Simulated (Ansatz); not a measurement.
Consider the substitution at a C–S bond: `BC[S][GeH2][F]` + H₂S → `BCS` + `[F][GeH2][SH]`.

Calculated with Ansatz (gas phase, PBE0-D4/def2-TZVP geometries, no zero-point term in ΔE). CCSD(T)/CBS is the MP2 limit (def2-TZVPP, def2-QZVPP) plus CCSD(T) − MP2 in def2-TZVPP, frozen cores. This one scheme is used for every species. DFT in def2-TZVPP. B3LYP here is the variant with VWN-RPA as its local correlation; programs differ in this. For Ge outer-core shells are correlated without core-valence functions, which leaves a few kJ/mol of doubt a bond. Scalar relativity is left out up to krypton. One conformer a species, not always the lowest.

| level | ΔE (kcal/mol) | difference from CCSD(T)/CBS |
| --- | --- | --- |
| PBE-D4 | 1.2 | -0.4 |
| r2SCAN-D4 | 1.2 | -0.4 |
| PBE0-D4 | 1.1 | -0.5 |
| B3LYP-D4 | 1.4 | -0.2 |
| ωB97X-V | 1.0 | -0.6 |
| ωB97M-V | 1.0 | -0.6 |
| B2PLYP | 0.9 | -0.7 |
| PBE | 0.5 | -1.1 |
| r2SCAN | 0.9 | -0.7 |
| PBE0 | 0.4 | -1.2 |
| B3LYP | 0.3 | -1.3 |
| HF/def2-TZVPP | 0.3 | -1.3 |
| MP2/def2-TZVPP | 1.7 | 0.1 |
| SCS-MP2/def2-TZVPP | 1.4 | -0.2 |
| CCSD/def2-TZVPP | 1.2 | -0.4 |
| CCSD(T)/def2-TZVPP | 1.4 | -0.2 |
| HF/def2-QZVPP | 0.1 | -1.5 |
| MP2/def2-QZVPP | 1.7 | 0.1 |
| SCS-MP2/def2-QZVPP | 1.4 | -0.2 |
| HF/CBS(def2) | 0.1 | -1.5 |
| MP2/CBS(def2) | 1.9 | 0.3 |
| CCSD/CBS(def2) | 1.4 | -0.2 |
| CCSD(T)/CBS | 1.6 | 0 |

Largest T1 diagnostic among the species: 0.012.

In def2-TZVPP, CCSD(T) changes the Hartree–Fock value by +1.1 kcal/mol (the triples alone add +0.2 kcal/mol) and MP2 by +1.4 kcal/mol. The D4 term adds +1.1 kcal/mol with B3LYP and +0.7 kcal/mol with PBE0; it sums over pairs of atoms, weighted by their polarisabilities, and B3LYP, whose exchange is more repulsive, gets the larger term.
